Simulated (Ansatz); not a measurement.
Consider the hydrogenolysis of the Si–O bond: `O[SiH](O)[CH2][GeH3]` + H₂ → `O[SiH2][CH2][GeH3]` + H₂O.

Gas-phase electronic energies from Ansatz, PBE0-D4/def2-TZVP geometries. CCSD(T)/CBS is the MP2 limit (def2-TZVPP, def2-QZVPP) plus CCSD(T) − MP2 in def2-TZVPP, frozen cores. This one scheme is used for every species. For Ge outer-core shells are correlated without core-valence functions, which leaves a few kJ/mol of doubt a bond. Scalar relativity is left out up to krypton. Each species was taken in one conformer, which may not be the lowest.

`O[SiH](O)[CH2][GeH3]`:

Cartesian coordinates in Å:
```
O 0.034 1.523 1.170
Si -1.017 0.533 0.377
O -2.319 0.143 1.303
C 0.001 -0.926 -0.128
Ge 1.596 -0.446 -1.166
H -0.294 2.374 1.461
H -1.622 1.223 -0.788
H -2.164 -0.372 2.096
H 0.334 -1.482 0.754
H -0.614 -1.603 -0.729
H 1.238 0.609 -2.227
H 2.683 0.118 -0.239
H 2.145 -1.693 -1.884
```

H₂:

Cartesian coordinates in Å:
```
H -0.138 -0.009 -0.346
H 0.138 0.009 0.346
```

`O[SiH2][CH2][GeH3]`:

```xyz
12

O    -0.513   -1.628    1.306
Si   -0.782   -1.222   -0.272
C     0.358    0.130   -0.853
Ge    0.499    1.632    0.400
H     0.283   -2.116    1.518
H    -0.631   -2.421   -1.145
H    -2.185   -0.745   -0.315
H     1.364   -0.260   -1.034
H    -0.012    0.515   -1.810
H     1.316    1.214    1.633
H     1.204    2.821   -0.280
H    -0.901    2.079    0.852
```

H₂O:

```xyz
3

O     0.109    0.055   -0.370
H     0.272   -0.715    0.179
H    -0.381    0.660    0.191
```

```tsv
species	SCS-MP2/def2-QZVPP energy (Eh)
`O[SiH](O)[CH2][GeH3]`	-2558.15041
H₂	-1.17321
`O[SiH2][CH2][GeH3]`	-2482.93750
H₂O	-76.34808
```

Problem. Work out ΔE.

Solution. ΔE = (-2482.93750) + (-76.34808) − (-2558.15041) − (-1.17321) = 0.03804 Eh = +99.9 kJ/mol. CCSD(T)/CBS gives +97.6 kJ/mol.

Largest T1 diagnostic among the species: 0.011.

In def2-TZVPP, CCSD(T) changes the Hartree–Fock value by +7.0 kJ/mol (the triples alone add +2.5 kJ/mol) and MP2 by +12.5 kJ/mol. The D4 term adds +5.4 kJ/mol with B3LYP and +2.9 kJ/mol with PBE0; it sums over pairs of atoms, weighted by their polarisabilities, and B3LYP, whose exchange is more repulsive, gets the larger term.

B3LYP here is the variant with VWN-RPA as its local correlation; programs differ in this.
